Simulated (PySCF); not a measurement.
C₂H₈FPSi₂.
SMILES: `F[C@@H]1C[SiH2]P[SiH2]1`

Computed, not measured: PySCF 2.14.0, density-fitted response routines, TDDFT PBE0/def2-SVPD, vertical, gas phase, core orbitals frozen in the response. Isolated species at its GFN2-xTB geometry (one conformer only).

Each state is given a Gaussian of 0.5 eV full width at half maximum, with ε(max) = 2.175×10⁸ f / Δν̃ (Δν̃ the width in cm⁻¹). The width is an assumption, not a result. The curve ends short of the highest state used, and states not computed would add to its high-energy end.

```tsv
E (eV)	ε (L mol⁻¹ cm⁻¹)
4.62	1
4.65	1
4.69	3
4.73	5
4.76	7
4.80	12
4.84	19
4.87	27
4.91	42
4.95	61
4.99	87
5.02	111
5.06	148
5.10	191
5.13	225
5.17	273
5.21	319
5.24	350
5.28	384
5.32	407
5.36	417
5.39	414
5.43	399
5.47	371
5.50	343
5.54	302
5.58	258
5.61	227
5.65	191
5.69	165
5.73	154
5.76	158
5.80	181
5.84	230
5.87	285
5.91	386
5.95	522
5.98	648
6.02	848
6.06	1084
6.10	1350
6.13	1567
6.17	1872
6.21	2187
6.24	2423
6.28	2731
6.32	3022
6.35	3225
6.39	3470
6.43	3687
6.47	3878
6.50	4009
6.54	4175
6.58	4346
6.61	4486
6.65	4697
```

Problem. Locate the maxima and give the states behind the curve.

Solution. 231 nm (5.37 eV), ε about 420, made up of S1 (100%) (ε in L mol⁻¹ cm⁻¹; maxima over ε = 5, shares over 10%). At its high-energy end, 6.65 eV, the curve is still rising (ε about 4700, from S3, S4, S5 and S6). The states used: S1 5.37 eV (f 0.0077); S2 6.25 eV (f 0.020); S3 6.41 eV (f 0.019); S4 6.56 eV (f 0.016); S5 6.60 eV (f 0.024); S6 6.96 eV (f 0.099); S7 7.21 eV (f 0.016); S8 7.25 eV (f 0.0009).

Problem. Coming from long wavelengths, where does ε first pass 100 L mol⁻¹ cm⁻¹?

Solution. At about 248 nm (5.01 eV), 0.36 eV below S1.

Problem. On this curve, what absorbance would a 10⁻⁴ mol/L sample give at 266 nm over a 1 cm path?

Solution. 266 nm is 4.661 eV, where ε is about 1.7 L mol⁻¹ cm⁻¹, so A = ε c l ≈ 0.00017 (Beer–Lambert, with the gas-phase spectrum and the assumed width).

Problem. What would ε be at 5.37 eV, the highest of these maxima, with half the width (0.25 eV)?

Solution. About 833 L mol⁻¹ cm⁻¹ against 417, a factor of about 2.00; a lone state at its own centre would give exactly 2.
